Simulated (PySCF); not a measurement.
CH4Cl2OSi2, SMILES Cl[Si]1(Cl)CO[SiH2]1.

Coordinates come from a PBE0-D3(BJ)/def2-SVP optimisation. This is a generated structure with no PubChem entry under its InChIKey; it may be hypothetical.

Two levels are set side by side: PBE/def2-TZVP (PySCF) and M06-2X/def2-TZVP (PySCF). Same geometry, gas phase. Differences are taken from unrounded values.

```json
[
 {"quantity": "orbital gap (eV)", "M06-2X": "8.91", "PBE": "5.07", "PBE minus M06-2X": "-3.84"},
 {"quantity": "highest occupied level (eV)", "M06-2X": "-8.93", "PBE": "-6.72", "PBE minus M06-2X": "2.21"},
 {"quantity": "lowest empty level (eV)", "M06-2X": "-0.02", "PBE": "-1.66", "PBE minus M06-2X": "-1.64"},
 {"quantity": "dipole moment (D)", "M06-2X": "0.66", "PBE": "0.56", "PBE minus M06-2X": "-0.10"},
 {"quantity": "mean polarisability (bohr³)", "M06-2X": "87.7", "PBE": "92.3", "PBE minus M06-2X": "4.6"}
]
```

Without exact exchange PBE keeps part of each electron's self-repulsion, which lifts occupied levels and narrows the gap. PBE's more diffuse valence density responds more strongly to a field. Differences between two approximate levels are no errors against the true value.

Rough cost on one machine, each run with all the roots and properties that it gave: M06-2X against PBE about 4 times.
